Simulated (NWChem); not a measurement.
CH2Cl2O2Si; SMILES O=C[Si](O)(Cl)Cl

```xyz
8

O     -0.5396    -2.5565     0.0878
C     -0.3315    -1.5709     0.7749
Si     0.0166     0.0619    -0.1802
O     -0.0723    -0.3633    -1.7599
Cl     1.8808     0.7864     0.3065
Cl    -1.3928     1.4822     0.3032
H     -0.3485    -1.6422     1.8837
H     -0.2739    -1.3144    -1.8451
```
Atoms are numbered in this order, from 1.

Level: B3LYP/6-31G* (spherical d) (NWChem), optimised geometry, unscaled harmonic frequencies. 

```
frequency (cm⁻¹)  IR intensity (km/mol)
----------------  ---------------------
65                                  1.2
149                                14.6
168                                 3.8
187                                14.7
240                                 9.8
253                                14.6
366                                 5.8
430                                59.7
526                               124.5
596                               237.4
721                                20.6
891                                42.9
926                               328.4
959                                40.2
1392                               14.6
1754                               94.6
2928                               92.0
3684                              109.3
```

- zero-point energy = 23.2 kcal/mol
- thermal correction to the enthalpy at 298.15 K (with zero-point energy) = 28.6 kcal/mol
- heat capacity Cv = 24.6 cal/(mol K)
- entropy at 298.15 K and 1 atm (symmetry number 1) = 88.6 cal/(mol K)
- dipole moment = 1.59 D

Rigid rotor and harmonic oscillator; modes under 100 cm⁻¹ make the entropy uncertain.
